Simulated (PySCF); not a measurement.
PySCF 2.14 output of a UHF calculation on a single atom or ion in aug-cc-pVDZ-PP with ECP60MDF (5s5p4d2f, 54 functions), with scalar relativity through the core potential:

```
SCF conv_tol = 1e-09
number electrons alpha = 10  beta = 4
cycle= 1 E= -89.2584650910088  delta_E= -1.36e-11  |g|= 7.95e-07  |ddm|= 7.58e-06
converged SCF energy = -89.2584650910088  <S^2> = 12.00253  2S+1 = 7.0007229
```

The run itself started from symmetry-adapted Hartree-Fock orbitals and held the occupation by maximum overlap, so the iterations belong to that start.

Q: Which element, charge and spin multiplicity is this?

A: Os²⁺ (osmium, charge +2), multiplicity 7; the state was [Xe] 4f14 5d5 6s1, high-spin 7S determinant (an excited configuration).

Energies and moments cover only the electrons outside the core potential. Spin-orbit coupling, which splits the p, d and f shells strongly at this Z, is absent.
